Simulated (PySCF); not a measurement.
**Exercise with solution: oscillator strength and radiative lifetime**

SbBr2, SMILES [Br][Sb+][Br] (connectivity only; charge and spin as stated), charge +1, multiplicity 1.

Coordinates come from a B3LYP-D3(BJ)/def2-SVP optimisation. The spin state was assumed, not searched. The isomer is the one that the SMILES or the coordinates give; other isomers of the formula were not compared. The def2 effective core potentials stand for the cores of Sb; spin–orbit coupling is left out.

TDA-ωB97X/def2-SVPD (PySCF 2.14.0) puts the first singlet state with f over 0.02 at 3.76 eV (vertical), with the transition dipole (0.000, -0.830, 0.000) in atomic units.

Problem. Find the oscillator strength, the wavelength and the radiative lifetime that this transition would have in vacuum if emission retraced absorption.

Solution. 
|μ|² = 0.6889 au, so |μ| = 2.11 D. ΔE = 3.76/27.211 = 0.1382 hartree. f = (2/3) ΔE |μ|² = 0.063 (the program prints 0.064).
λ = 1239.84/3.76 = 330 nm; ν = 30326 cm⁻¹.
Einstein's coefficient A = 0.6670 ν² f s⁻¹ (ν in cm⁻¹) = 3.9e7 s⁻¹, so τ = 1/A = 26 ns. This state is S3; the lower singlets have f = 0.005, 0.000. The figure is the radiative limit of this one transition; relaxation, internal conversion, crossing to triplets and a medium change what is measured.
